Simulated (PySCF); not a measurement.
AlBH5, Al2BH4N, Al2BClH3 (calculated)

Calculation on a computer-drawn molecule: the log of a Hartree-Fock and frozen-core CCSD(T) single point meant for a local Hartree-Fock minimum, with one planted fault or none, to be diagnosed. Offsets are logged minus clean, where the clean run is the same molecule without the fault. The reference is restricted for singlets and unrestricted otherwise, and also for a bond in bohr or an excited solution. Adding or removing an electron swaps singlet and doublet. The excited solution moves the top pair (singlet) or top alpha electron (doublet) to the lowest empty orbital. Highest occupied and lowest empty are orbital energies over both spins, largest force is the largest gradient component, triples share is (T) over the correlation energy, the T1 limit is 0.02 restricted and 0.045 unrestricted, electrons count all cores, a negative frequency is imaginary (commonest isotopes), and the dipole is about the centre of nuclear charge. Program: PySCF 2.14.0.

Common to all runs: logged SCF converged yes; possible faults no fault, one electron removed, one electron added, multiplicity raised by two, geometry at a saddle point, SCF held on an excited solution, minimal basis STO-3G, one bond length entered in bohr, all coordinates scaled.

(1) AlBH5

Logged structure:
```xyz
7
AlBH5
B     -0.5191    -0.4668     0.6918
Al     0.3104    -1.8205     2.2238
H      0.1107     0.0473    -0.2215
H     -1.6802    -0.0833     0.6745
H      1.6867    -2.5694     1.7112
H      0.6610    -0.8742     3.5347
H     -0.7919    -2.9688     2.6556
```

* meant charge: -1
* meant multiplicity: 1
* meant basis: aug-cc-pV(D+d)Z
* logged electrons: 23
* logged basis functions: 100
* logged spin squared: 0.7584
* logged highest occupied: -10.475 eV
* logged lowest empty: -1.7577 eV
* logged largest force: 0.057755 hartree/bohr
* logged T1 diagnostic: 0.022133
* logged D1 diagnostic: 0.070631
* logged triples share: 0.022251
* logged CC converged: yes
* logged dipole magnitude: 4.4611 debye
* logged SCF stable within its kind: yes
* logged energy HF: -269.36162 hartree
* logged energy CCSD(T): -269.57561 hartree
* planted fault: one electron removed
* HF energy offset from clean run: 69.31 kcal/mol
* CCSD(T) energy offset from clean run: 88.11 kcal/mol

Drawn bonds:
| atom | other atom | order |
| --- | --- | --- |
| 1 | 2 | 1 |
| 1 | 3 | 1 |
| 1 | 4 | 1 |
| 2 | 5 | 1 |
| 2 | 6 | 1 |
| 2 | 7 | 1 |

(2) Al2BH4N

Logged structure:
```xyz
8
Al2BH4N
B     -3.6107    -0.9981     1.1946
Al    -2.2306     0.1322     0.0078
Al    -0.1032    -0.9879    -0.9832
N      1.1960    -1.7166    -1.5759
H     -4.5388    -1.5882     0.7079
H     -3.4972    -1.0945     2.3880
H     -2.4330     1.6680    -0.3163
H      2.0040    -2.1521    -1.9498
```

- meant charge: 0
- meant multiplicity: 1
- meant basis: cc-pV(D+d)Z
- logged electrons: 42
- logged basis functions: 94
- logged spin squared: 0
- logged highest occupied: -4.0069 eV
- logged lowest empty: -5.0568 eV
- logged largest force: 0.21632 hartree/bohr
- logged CC converged: no
- logged dipole magnitude: 10.386 debye
- logged SCF stable within its kind: no
- logged energy HF: -564.84158 hartree
- planted fault: SCF held on an excited solution
- HF energy offset from clean run: 234.5 kcal/mol

Drawn bonds:
| atom | other atom | order |
| --- | --- | --- |
| 1 | 2 | 1 |
| 2 | 3 | 1 |
| 3 | 4 | 2 |
| 1 | 5 | 1 |
| 1 | 6 | 1 |
| 2 | 7 | 1 |
| 4 | 8 | 1 |

Notes: CCSD not converged.

(3) Al2BH4N

Structure as in entry 2.

- meant charge: 0
- meant multiplicity: 1
- meant basis: cc-pV(D+d)Z
- logged electrons: 42
- logged basis functions: 94
- logged spin squared: 2.0816
- logged highest occupied: -7.8871 eV
- logged lowest empty: -1.4687 eV
- logged largest force: 0.028179 hartree/bohr
- logged T1 diagnostic: 0.036382
- logged D1 diagnostic: 0.13097
- logged triples share: 0.039439
- logged CC converged: yes
- logged dipole magnitude: 2.6179 debye
- logged SCF stable within its kind: yes
- logged energy HF: -565.12426 hartree
- logged energy CCSD(T): -565.54884 hartree
- planted fault: multiplicity raised by two
- HF energy offset from clean run: 57.12 kcal/mol
- CCSD(T) energy offset from clean run: 63.29 kcal/mol

Drawn bonds:
| atom | other atom | order |
| --- | --- | --- |
| 1 | 2 | 1 |
| 2 | 3 | 1 |
| 3 | 4 | 2 |
| 1 | 5 | 1 |
| 1 | 6 | 1 |
| 2 | 7 | 1 |
| 4 | 8 | 1 |

(4) Al2BClH3

Logged structure:
```xyz
7
Al2BClH3
B     -0.9816    -0.9046     0.3920
Al    -3.0559    -0.4547     0.0769
Al    -3.9368     0.7940    -2.1061
Cl    -3.9929     2.9447    -2.1622
H     -0.4147    -1.7842    -0.2041
H     -0.2977    -0.2708     1.1533
H     -4.1852    -1.0636     1.0164
```

- meant charge: 0
- meant multiplicity: 2
- meant basis: cc-pV(D+d)Z
- logged electrons: 50
- logged basis functions: 98
- logged spin squared: 0
- logged highest occupied: -14.809 eV
- logged lowest empty: -5.9361 eV
- logged largest force: 0.040673 hartree/bohr
- logged T1 diagnostic: 0.016971
- logged D1 diagnostic: 0.048446
- logged triples share: 0.028306
- logged CC converged: yes
- logged dipole magnitude: 4.5513 debye
- logged SCF stable within its kind: yes
- logged energy HF: -969.53366 hartree
- logged energy CCSD(T): -969.91402 hartree
- planted fault: one electron removed
- HF energy offset from clean run: 154.6 kcal/mol
- CCSD(T) energy offset from clean run: 156.5 kcal/mol

Drawn bonds:
| atom | other atom | order |
| --- | --- | --- |
| 1 | 2 | 1 |
| 2 | 3 | 1 |
| 3 | 4 | 1 |
| 1 | 5 | 1 |
| 1 | 6 | 1 |
| 2 | 7 | 1 |
